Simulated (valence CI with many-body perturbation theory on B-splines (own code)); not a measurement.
## Sb XXXIX: electric-dipole lines

Level of theory: relativistic CI+MBPT: three valence electrons over a frozen Dirac-Fock core [Ne], radial functions for each j: 11 s, 11 p, 10 d, 8 f, 5 g, 2 h, with the one-electron correlation potential Σ1 (screened to all orders), the two-electron term Σ2, the three-electron term Σ3, Breit, model QED; selected single and double excitations, second order for the rest, scaled by the run's own slope (own B-spline code, finite nucleus).

No measured spectrum was set against this ion. As an estimate, large intervals hold to a few tenths of a per cent, small ones and those within an open d or f shell to about a per cent.

Lines 201 to 250 of 569 in falling wavelength, among levels below 10478 × 10³ cm⁻¹, chosen from the strongest by gf and those to the six lowest levels. Wavelengths and rates use the calculated energies. Electric multipoles are in the length gauge, E1 and E2 with the static RPA response of the core. Weak lines are less certain than strong ones. Lines between different terms over intervals too small for the method are left out, as are lines whose strength nearly cancels. The highest levels of a list are the least certain.

Levels are named by their leading jj configuration (3d3/2^4 stands for four electrons in 3d with j = 3/2), which in mixed levels can hold well under half, so a name can repeat and another be missing. Letters in brackets count levels of one name in rising energy.

| λ vac (Å) | Upper | Lower | A (s⁻¹) | S (a.u.) with core polarisation | S without |
| --- | --- | --- | --- | --- | --- |
| 79.75 | (3p1/2 3p3/2 3d5/2) J=7/2 [a] | (3s 3p1/2 3d5/2) J=7/2 | 1.24e+10 | 2.48e-02 | 2.53e-02 |
| 79.73 | (3p3/2 3d5/2^2) J=5/2 [b] | (3s 3d5/2^2) J=7/2 | 7.63e+10 | 1.15e-01 | 1.17e-01 |
| 79.69 | (3s 3d5/2^2) J=5/2 | (3s 3p3/2 3d3/2) J=3/2 [b] | 2.42e+10 | 3.62e-02 | 3.69e-02 |
| 79.66 | (3s 3p3/2 3d5/2) J=5/2 [b] | (3s 3p3/2^2) J=3/2 | 1.68e+11 | 2.51e-01 | 2.56e-01 |
| 79.59 | (3p3/2 3d3/2 3d5/2) J=7/2 [a] | (3s 3d3/2 3d5/2) J=7/2 [a] | 4.50e+10 | 8.96e-02 | 9.15e-02 |
| 79.59 | (3s 3p1/2 3d5/2) J=5/2 [a] | (3s 3p1/2 3p3/2) J=3/2 [a] | 5.97e+10 | 8.91e-02 | 9.08e-02 |
| 79.57 | (3p1/2 3p3/2 3d3/2) J=5/2 [b] | (3p1/2 3p3/2^2) J=3/2 [a] | 1.92e+10 | 2.87e-02 | 2.93e-02 |
| 79.53 | (3s 3p3/2 3d5/2) J=7/2 [b] | (3s^2 3d5/2) J=5/2 | 2.27e+11 | 4.51e-01 | 4.60e-01 |
| 79.49 | (3p3/2^2 3d3/2) J=3/2 | (3s 3p3/2 3d5/2) J=1/2 | 9.78e+10 | 9.70e-02 | 9.90e-02 |
| 79.48 | (3s 3d3/2 3d5/2) J=9/2 | (3s 3p3/2 3d3/2) J=7/2 | 1.21e+11 | 2.99e-01 | 3.05e-01 |
| 79.42 | (3p3/2 3d5/2^2) J=1/2 | (3s 3d5/2^2) J=3/2 | 5.57e+10 | 2.75e-02 | 2.81e-02 |
| 79.39 | (3p3/2 3d5/2^2) J=7/2 [a] | (3s 3d5/2^2) J=5/2 | 1.92e+10 | 3.80e-02 | 3.88e-02 |
| 79.33 | (3p3/2^2 3d5/2) J=3/2 [a] | (3s 3p3/2 3d3/2) J=3/2 [b] | 9.14e+10 | 9.01e-02 | 9.19e-02 |
| 79.33 | (3d3/2 3d5/2^2) J=3/2 [b] | (3p3/2 3d3/2 3d5/2) J=5/2 [d] | 1.16e+11 | 1.14e-01 | 1.16e-01 |
| 79.32 | (3p3/2^2 3d3/2) J=7/2 | (3s 3p3/2 3d3/2) J=5/2 [b] | 2.05e+11 | 4.04e-01 | 4.13e-01 |
| 79.29 | (3s 3p1/2 3d3/2) J=1/2 | (3s 3p1/2 3p3/2) J=3/2 [a] | 3.14e+09 | 1.55e-03 | 1.58e-03 |
| 79.28 | (3p3/2 3d3/2 3d5/2) J=1/2 [b] | (3p3/2^2 3d3/2) J=3/2 | 1.59e+11 | 7.84e-02 | 7.99e-02 |
| 79.24 | (3p3/2 3d3/2 3d5/2) J=5/2 [c] | (3s 3d5/2^2) J=3/2 | 7.19e+10 | 1.06e-01 | 1.08e-01 |
| 79.22 | (3s 3d3/2 3d5/2) J=5/2 [a] | (3s 3p3/2 3d3/2) J=3/2 [a] | 7.62e+10 | 1.12e-01 | 1.15e-01 |
| 79.17 | (3s 3p1/2 3d5/2) J=5/2 [b] | (3s 3p1/2 3p3/2) J=5/2 | 4.38e+10 | 6.44e-02 | 6.57e-02 |
| 79.07 | (3s 3d3/2 3d5/2) J=9/2 | (3s 3p3/2 3d5/2) J=9/2 | 1.04e+10 | 2.53e-02 | 2.57e-02 |
| 79.06 | (3p3/2 3d3/2 3d5/2) J=1/2 [a] | (3s 3d3/2 3d5/2) J=3/2 [a] | 7.15e+10 | 3.49e-02 | 3.56e-02 |
| 79.04 | (3p1/2 3d5/2^2) J=3/2 | (3p1/2 3p3/2 3d5/2) J=3/2 [a] | 4.13e+10 | 4.02e-02 | 4.10e-02 |
| 78.99 | (3s 3p1/2 3d3/2) J=3/2 [b] | (3s 3p1/2 3p3/2) J=3/2 [a] | 7.54e+09 | 7.34e-03 | 7.48e-03 |
| 78.95 | (3d3/2 3d5/2^2) J=7/2 [a] | (3p3/2 3d3/2 3d5/2) J=7/2 [b] | 2.32e+10 | 4.50e-02 | 4.59e-02 |
| 78.91 | (3p3/2 3d5/2^2) J=3/2 [b] | (3s 3d5/2^2) J=1/2 | 7.37e+10 | 7.15e-02 | 7.29e-02 |
| 78.88 | (3p3/2 3d3/2 3d5/2) J=5/2 [d] | (3p3/2^2 3d3/2) J=7/2 | 5.74e+10 | 8.34e-02 | 8.51e-02 |
| 78.88 | (3s 3p3/2 3d5/2) J=3/2 [a] | (3s 3p3/2^2) J=5/2 | 5.09e+10 | 4.93e-02 | 5.03e-02 |
| 78.75 | (3p1/2 3p3/2 3d5/2) J=3/2 [b] | (3p1/2 3p3/2^2) J=5/2 | 3.59e+10 | 3.46e-02 | 3.53e-02 |
| 78.68 | (3p1/2 3d5/2^2) J=1/2 | (3p1/2 3p3/2 3d5/2) J=3/2 [b] | 1.03e+11 | 4.96e-02 | 5.05e-02 |
| 78.57 | (3d3/2 3d5/2^2) J=3/2 [a] | (3p3/2 3d3/2 3d5/2) J=3/2 [a] | 3.79e+10 | 3.63e-02 | 3.70e-02 |
| 78.53 | (3p3/2 3d3/2 3d5/2) J=5/2 [b] | (3s 3d3/2 3d5/2) J=3/2 [b] | 2.92e+10 | 4.19e-02 | 4.28e-02 |
| 78.40 | (3p3/2 3d5/2^2) J=1/2 | (3p3/2^2 3d5/2) J=3/2 [a] | 5.36e+10 | 2.55e-02 | 2.60e-02 |
| 78.14 | (3p1/2 3p3/2 3d3/2) J=5/2 [a] | (3s 3p1/2 3d3/2) J=5/2 | 2.40e+10 | 3.39e-02 | 3.46e-02 |
| 78.14 | (3p3/2 3d3/2 3d5/2) J=7/2 [c] | (3s 3d3/2 3d5/2) J=7/2 [b] | 6.34e+10 | 1.19e-01 | 1.22e-01 |
| 78.10 | (3s 3d3/2 3d5/2) J=3/2 [a] | (3s 3p3/2 3d3/2) J=1/2 [a] | 7.78e+10 | 7.32e-02 | 7.46e-02 |
| 78.03 | (3s 3p3/2 3d5/2) J=3/2 [b] | (3s 3p3/2^2) J=1/2 | 8.92e+10 | 8.36e-02 | 8.53e-02 |
| 77.97 | (3s 3d3/2 3d5/2) J=7/2 [b] | (3s 3p3/2 3d3/2) J=7/2 | 4.73e+10 | 8.85e-02 | 9.03e-02 |
| 77.96 | (3d3/2 3d5/2^2) J=1/2 | (3p3/2 3d3/2 3d5/2) J=1/2 [a] | 5.49e+10 | 2.57e-02 | 2.62e-02 |
| 77.88 | (3p3/2 3d3/2 3d5/2) J=5/2 [c] | (3s 3d5/2^2) J=5/2 | 5.35e+10 | 7.49e-02 | 7.64e-02 |
| 77.69 | (3p3/2 3d5/2^2) J=5/2 [a] | (3s 3d3/2 3d5/2) J=5/2 [b] | 5.17e+10 | 7.18e-02 | 7.33e-02 |
| 77.58 | (3s 3d3/2 3d5/2) J=7/2 [b] | (3s 3p3/2 3d5/2) J=9/2 | 1.91e+10 | 3.52e-02 | 3.60e-02 |
| 77.53 | (3s 3p3/2 3d5/2) J=5/2 [a] | (3s 3p3/2^2) J=5/2 | 1.23e+11 | 1.70e-01 | 1.74e-01 |
| 77.50 | (3p3/2 3d3/2 3d5/2) J=3/2 [b] | (3s 3d3/2 3d5/2) J=3/2 [b] | 8.30e+10 | 7.63e-02 | 7.79e-02 |
| 77.48 | (3p3/2 3d5/2^2) J=9/2 | (3s 3d5/2^2) J=9/2 | 1.27e+11 | 2.91e-01 | 2.97e-01 |
| 77.47 | (3p1/2 3p3/2 3d5/2) J=3/2 [a] | (3p1/2 3p3/2^2) J=3/2 [a] | 6.40e+10 | 5.87e-02 | 5.99e-02 |
| 77.35 | (3p1/2 3p3/2 3d5/2) J=5/2 [a] | (3s 3p1/2 3d5/2) J=5/2 [b] | 7.69e+10 | 1.05e-01 | 1.08e-01 |
| 77.32 | (3d3/2 3d5/2^2) J=9/2 | (3p3/2 3d3/2 3d5/2) J=9/2 [a] | 5.16e+10 | 1.18e-01 | 1.20e-01 |
| 77.32 | (3p3/2 3d3/2 3d5/2) J=3/2 [a] | (3s 3d3/2^2) J=1/2 | 4.47e+10 | 4.08e-02 | 4.16e-02 |
| 77.31 | (3p3/2 3d3/2 3d5/2) J=11/2 | (3s 3d5/2^2) J=9/2 | 1.22e+10 | 3.35e-02 | 3.42e-02 |
